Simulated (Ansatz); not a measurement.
PBE exchange is replaced step by step with exact exchange (0 % is PBE, 25 % PBE0; no dispersion term), basis def2-SVPD, Ansatz. System: Mg₃Se₄⁻. Total charge -1; doublet. Geometry: PBE-D4/def2-SVPD.

Geometry of the doublet:

Cartesian coordinates in Å:
```
Mg -1.6511 0.1088 0.4281
Mg 0.9251 1.4702 -0.1221
Mg 0.6262 -1.5429 -0.5090
Se -0.4321 0.2997 -1.9996
Se 2.7932 -0.2748 -0.0169
Se -1.3638 -2.3790 0.8079
Se -0.8976 2.3180 1.4117
```

At PBE-D4/def2-SVPD an occupied level of the charge -1 doublet lies above an empty one (by up to 0.02 eV), so this SCF solution is probably not the lowest. At PBE-D4/def2-SVPD the gap within one spin of the charge -1 doublet nearly closes, so an electron or hole may be smeared out by delocalisation error. The geometry of the doublet was relaxed on an unsound state (an occupied level 0.02 eV above an empty one). Another isomer (doublet) lies 0.09 eV lower at PBE0-D4/def2-SVP.

HOMO and LUMO are taken over both spins.

| exact exchange (%) | HOMO (eV) | LUMO (eV) | gap (eV) | ⟨S²⟩ |
| --- | --- | --- | --- | --- |
| 0 | -1.51 | -1.53 | -0.02 | 0.753 |
| 15 | -1.93 | -1.39 | 0.54 | 0.756 |
| 25 | -2.23 | -1.29 | 0.94 | 0.759 |
| 40 | -2.73 | -1.05 | 1.68 | 0.763 |

Question: Estimate the row for 10 %.

Answer: 
```json
{"exact exchange (%)": "10", "HOMO (eV)": "-1.79", "LUMO (eV)": "-1.44", "gap (eV)": "0.35", "⟨S²⟩": "0.755"}
```
